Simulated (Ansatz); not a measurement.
Basis sets compared for AsH2(SMe) (CH₅AsS). Charge 0, multiplicity 1. Geometry PBE0-D4/def2-TZVP. Ansatz on 4 threads of Intel Xeon 6975P-C on a shared host; times are rough, and most runs start from earlier orbitals.

```xyz
8

As   -0.685    0.909    1.279
H    -2.156    1.221    1.033
H    -1.011    0.124    2.543
S    -0.566   -0.870   -0.065
C     0.885   -0.398   -1.038
H     0.702    0.506   -1.618
H     1.067   -1.225   -1.726
H     1.764   -0.266   -0.408
```

The 6-31G sets use Cartesian d functions.

Binding counts from free atoms (As quartet, H doublet, S triplet, C triplet) in the same basis, without a counterpoise term.

| level | functions | energy (Eh) | HOMO (eV) | LUMO (eV) | binding per atom (eV) | wall time |
| --- | --- | --- | --- | --- | --- | --- |
| HF/STO-3G | 37 | -2642.7877 | -6.94 | 8.72 | 2.93 | 0.1 s |
| HF/6-31G | 61 | -2672.0685 | -9.68 | 2.45 | 1.93 | 0.2 s |
| PBE-D4/def2-SVP | 89 | -2674.1851 | -5.34 | -1.11 | 3.21 | 0.3 s |
| PBE-D4/def2-TZVP | 146 | -2674.6504 | -5.50 | -1.34 | 3.22 | 0.55 s |
| r2SCAN-D4/def2-TZVP | 146 | -2675.1503 | -5.76 | -1.14 | 3.18 | 1 s |
| PBE0-D4/def2-SVP | 89 | -2674.2940 | -6.62 | -0.26 | 3.16 | 0.5 s |
| PBE0-D4/def2-TZVP (with forces) | 146 | -2674.7556 | -6.72 | -0.48 | 3.17 | 0.9 s |

**Question.** Estimate the rows for PBE-D4/def2-TZVPD, r2SCAN-D4/def2-TZVPD, PBE0-D4/def2-TZVPD.

**Answer.** 
| level | functions | energy (Eh) | HOMO (eV) | LUMO (eV) | binding per atom (eV) | wall time |
| --- | --- | --- | --- | --- | --- | --- |
| PBE-D4/def2-TZVPD | 182 | -2674.6520 | -5.56 | -1.50 | 3.23 | 1 s |
| r2SCAN-D4/def2-TZVPD | 182 | -2675.1516 | -5.79 | -1.24 | 3.18 | 1.4 s |
| PBE0-D4/def2-TZVPD | 182 | -2674.7570 | -6.76 | -0.68 | 3.17 | 1.1 s |
